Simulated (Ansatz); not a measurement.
C₆H₈Si⁺, that is Si(CCH)2Me2 with one electron fewer. The state is a doublet with charge 1. Geometry PBE0-D4/def2-SVP, that of the neutral singlet; atoms count from 1.

```xyz
15

Si    0.0154   -0.0432    0.0434
C     1.1411    1.2566   -0.6187
C     1.8947    2.1115   -1.0463
H     2.5598    2.8675   -1.4249
C    -1.6156    0.1519   -0.7913
C    -2.7007    0.2628   -1.3314
H    -3.6564    0.3670   -1.8145
C    -0.2011    0.2085    1.8847
H    -0.9046   -0.5338    2.2928
H    -0.5963    1.2135    2.0949
H     0.7642    0.0994    2.4032
C     0.7166   -1.7301   -0.3610
H     1.7105   -1.8517    0.0969
H     0.8178   -1.8573   -1.4491
H     0.0547   -2.5226    0.0213
```

(1) Estimate the Mulliken populations from the PBE0/def2-TZVP orbitals of Ansatz.

(2) Where does the spin sit?

(3) And the Mayer bond orders between heavy atoms (over 0.3)?

Answers

(1) 
```csv
atom,charge (e),spin (α − β)
Si1,0.34,-0.01
C2,-0.09,0.13
C3,0.02,0.23
H4,0.24,-0.01
C5,-0.09,0.13
C6,0.02,0.23
H7,0.24,-0.01
C8,-0.42,0.16
H9,0.19,0.00
H10,0.19,0.00
H11,0.19,0.00
C12,-0.42,0.15
H13,0.19,0.00
H14,0.19,0.00
H15,0.19,0.00
```
Mulliken values depend strongly on the basis.

(2) Summed by element: Si -0.01, C 1.02, H -0.01, of 1 unpaired in all. Largest on single atoms: C6 0.23, C3 0.23, C8 0.16.

(3) Si1–C2 1.02 (1.84 Å); Si1–C5 1.02 (1.84 Å); Si1–C8 0.96 (1.87 Å); Si1–C12 0.96 (1.87 Å); C2–C3 2.38 (1.22 Å); C5–C6 2.39 (1.22 Å).
